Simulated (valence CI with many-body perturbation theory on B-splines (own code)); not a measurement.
Results of a calculation; reference values are marked as such.
Basis-set convergence for Tl IX

Level of theory: valence CI with perturbative core correlation (CI+MBPT): five valence electrons over a frozen Dirac-Fock core [Xe] 4f14, a basis of 7 s, 7 p, 8 d, 6 f, 4 g, 1 h functions for each j, with the one-electron correlation potential Σ1 (screened to all orders), the two-electron term Σ2, the three-electron term Σ3, Breit, model QED; selected single and double excitations, second order for the rest (own B-spline code, finite nucleus).

No measured spectrum was set against this ion. As an estimate, terms of the open shell hold to 2 to 4 % of their energy, and close levels can change places; different configurations can be misplaced against each other by 1,000 to 8,000 cm⁻¹. Among the levels kept, up to 520 cm⁻¹ of a level comes from second order outside the variational space, and about a tenth of that is noise between levels of different J, which matters for small intervals. Only levels of the ground parity were solved; by the run's estimate the other parity begins above the list, which can be wrong where configurations are misplaced.

The reference run has the lowest level (5d3/2^4 5d5/2) J=5/2 [a] and an ionisation energy of 136.451 eV. Its largest variational space holds 20000 state functions.

Levels are named by their leading jj configuration (3d3/2^4 stands for four electrons in 3d with j = 3/2), which in mixed levels can hold well under half, so a name can repeat and another be missing. Letters in brackets count levels of one name in rising energy.

Changed runs:
A. basis 6 s, 6 p, 5 d, 5 f, 1 g
B. basis 5 s, 5 p, 4 d, 4 f

Excitation energies of the reference run in cm⁻¹, and shifts in cm⁻¹:

```tsv
Level	Reference	A	B
(5d3/2^4 5d5/2) J=5/2 [b]	19581	+320	+1259
(5d3/2^3 5d5/2^2) J=7/2 [a]	30853	+303	+1496
(5d3/2^3 5d5/2^2) J=3/2 [a]	32147	+320	+1379
(5d3/2^3 5d5/2^2) J=11/2	33342	+342	+1539
(5d3/2^3 5d5/2^2) J=5/2 [a]	35858	+254	+1342
(5d3/2^3 5d5/2^2) J=9/2	35860	+295	+1558
(5d3/2^3 5d5/2^2) J=1/2	38811	+328	+1387
(5d3/2^3 5d5/2^2) J=7/2 [b]	44732	+328	+1836
(5d3/2^3 5d5/2^2) J=5/2 [b]	47158	+374	+1658
(5d3/2^2 5d5/2^3) J=7/2 [a]	51635	+376	+1961
(5d3/2^2 5d5/2^3) J=11/2	52498	+371	+1777
(5d3/2^3 5d5/2^2) J=3/2 [b]	54177	+443	+1834
Ionisation energy (eV)	136.451	-0.057	-0.086
```
